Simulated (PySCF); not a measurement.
A structure optimised at PBE-D3(BJ)/def2-SVP, used in a PySCF frequency run:

```
Al
F 1 1.6722
O 1 1.6987 2 123.19
H 3 0.9698 1 125.23 2 -0.04
C 1 2.0105 2 118.20 3 -179.89
F 5 1.3576 1 113.53 2 -178.72
F 5 1.3657 6 106.92 1 -123.11
F 5 1.3661 6 106.91 7 -113.97
```

Write its SMILES and formula.

[OH][Al]([F])[C](F)(F)F, CHAlF4O

What are its rotational constants (standard atomic weights)?

2.9667, 1.4964, 1.2124 GHz
